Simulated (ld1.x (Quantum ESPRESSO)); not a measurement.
**Plane-wave convergence, TM potential for manganese**

- Element: Mn
- Generator: ld1.x (Quantum ESPRESSO) 7.5
- Type: norm-conserving Troullier–Martins (Kleinman–Bylander form)
- Functional: LDA (PZ)
- Relativity: scalar-relativistic
- Frozen core: [Ne]
- Valence charge: 15
- Reference configuration: 3s2 3p6 3d5 4s1.75 4p0.25
- Partial waves: 3s (bound): rc 0.95 bohr; 3p (bound): rc 1.35 bohr; 3d (bound): rc 1.75 bohr
- Local potential: the d channel
- Core correction: Bessel-smoothed model core, default radius (core density twice the valence density)

Occupied shells without a wave of their own: 4p, 4s. They enter only through the test configuration that unscreens the potential, and ld1.x also counts them in the model core charge.

The pseudo-atom Hamiltonian at the reference potential is diagonalised in spherical Bessel functions j_l(qr) that vanish at 20 bohr, with q² up to the cutoff. All-electron valence levels (Ry): 3s -6.3084, 4s -0.4087, 3p -4.0361, 4p -0.1246, 3d -0.5453.

Question: How do the lowest levels (Ry) of each channel move with the cutoff, and are there ghosts?

Answer:

```
cutoff (Ry)     s #1     s #2     p #1     p #2     d #1    f #1    f #2  Σ f·Δε (mRy)
          8  -5.6124  -0.3284  -1.5400  -0.0381   0.0427  0.1008  0.2235       19434.5
         18  -5.9953  -0.3796  -3.2146  -0.0874   0.0404  0.1008  0.2235        8507.3
         35  -6.0831  -0.3866  -3.9617  -0.1075  -0.1138  0.1008  0.2235        3061.2
         55  -6.2538  -0.3871  -4.0328  -0.1121  -0.4925  0.1008  0.2235         397.2
         80  -6.2893  -0.3880  -4.0356  -0.1127  -0.5437  0.1008  0.2235          51.7
        120  -6.2965  -0.3887  -4.0360  -0.1127  -0.5451  0.1008  0.2235          27.1
        200  -6.3077  -0.3896  -4.0360  -0.1127  -0.5452  0.1008  0.2235           1.7
        350  -6.3085  -0.3897  -4.0361  -0.1127  -0.5452  0.1008  0.2235           0.0
        400  -6.3085  -0.3897  -4.0361  -0.1127  -0.5452  0.1008  0.2235           0.0
```

Result: no extra level below or beside the all-electron valence levels (s, p, d, f tested); 10 mRy is reached at 160 Ry and 1 mRy at 260 Ry.

ld1.x takes every shell without a wave as core, so the model core holds the 4p, 4s electrons as well and exchange and correlation see them twice. This cancels in the reference configuration, but the file is broken for other ones, and its errors say nothing about a proper core correction.
